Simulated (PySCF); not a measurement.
Some computed properties have been withheld. Give your best values.

Species: C₅H₇F₃O.
SMILES with atom numbers: `[CH3:1][O:2][C@@H:3]1[CH2:4][C@H:5]1[C:6]([F:7])([F:8])[F:9]` (hydrogens: H10, H11, H12 on C1; H13 on C3; H14, H15 on C4; H16 on C5)

Conformer (atom-mapped SMILES and torsion angles): `[CH3:1][O:2][C@@H:3]1[CH2:4][C@H:5]1[C:6]([F:7])([F:8])[F:9]`: C1–O2–C3–C4 154°, C4–C5–C6–F7 154°.

| property | level | value |
| --- | --- | --- |
| point group | PBE0-D3(BJ)/def2-SVP | ? |
| rotational constants A, B, C | PBE0-D3(BJ)/def2-SVP | ? |
| dipole moment | wB97X-D/def2-SVPD | 1.66 D |
| HOMO energy | wB97X-D/def2-SVPD | ? |
| LUMO energy | wB97X-D/def2-SVPD | ? |
| lowest singlet excitation | TDDFT wB97X-D/def2-SVPD | 7.85 eV (158 nm, f = 0.019) |
| strongest line among the 6 lowest singlet transitions | TDDFT wB97X-D/def2-SVPD | ? |
| static isotropic polarisability | wB97X-D/def2-SVPD | ? |
| electronic spatial extent ⟨r²⟩ about the centre of nuclear charge | wB97X-D/def2-SVPD | ? |

The electronic properties come from PySCF, for the isolated species, density fitting. Isolated species at its PBE0-D3(BJ)/def2-SVP geometry (one conformer only).

Question: What are the rotational constants A, B, C?

Answer: 2.925, 1.042, 0.916 GHz.

Question: What is the HOMO energy?

Answer: -9.72 eV.

Question: Give the strongest line among the 6 lowest singlet transitions.

Answer: S6 at 9.10 eV (136 nm, f = 0.044).

Question: The electronic spatial extent ⟨r²⟩ about the centre of nuclear charge?

Answer: 1267 bohr².

Question: Give the static isotropic polarisability.

Answer: 64.9 au.

Question: Give the LUMO energy.

Answer: 2.36 eV.

Question: What is the point group?

Answer: C1.

The polarisability is 9.62 Å³ as a volume (1 au = 0.148185 Å³), or 0.90 au for each of the 72 electrons. No computed singlet falls in the visible range (750 to 380 nm, 1.65 to 3.26 eV); S1 lies 4.59 eV above its blue end.
